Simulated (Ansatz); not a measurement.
Consider the ligand exchange at the Si–C bond: `N=C(Br)[SiH2]O` + `O[Si](F)(Cl)Cl` → `O[SiH2]O[Si](F)(Cl)Cl` + `N=CBr`.

Isolated molecules relaxed with PBE0-D4/def2-TZVP in Ansatz; ΔE leaves out vibrations. CBS: MP2 limit from def2 TZ/QZ plus the TZ coupled-cluster correction, frozen cores. DFT in def2-TZVPP. For Br outer-core shells are correlated without core-valence functions, which leaves a few kJ/mol of doubt a bond. Scalar relativity is left out up to krypton. Each species was taken in one conformer, which may not be the lowest.

Q: Is it downhill or uphill in electronic energy at CCSD(T)/CBS, and by how much? (An estimate is asked.)

A: Ansatz gave: Downhill: ΔE = -28.7 kcal/mol.

Q: What do these levels give: ωB97X-V, ωB97M-V, SCS-MP2/def2-TZVPP, CCSD/def2-TZVPP, HF/CBS(def2), CCSD/CBS(def2)? (Best estimate.)

A: Ansatz gave: ωB97X-V -29.0, ωB97M-V -28.6, SCS-MP2/def2-TZVPP -30.2, CCSD/def2-TZVPP -30.2, HF/CBS(def2) -35.5, CCSD/CBS(def2) -29.9 kcal/mol.

Largest T1 diagnostic among the species: 0.012.

In def2-TZVPP, CCSD(T) changes the Hartree–Fock value by +5.7 kcal/mol (the triples alone add +1.1 kcal/mol) and MP2 by +5.7 kcal/mol. From PBE to PBE0 (25 % exact exchange), in def2-TZVPP and without D4, ΔE moves by −2.2 kcal/mol.
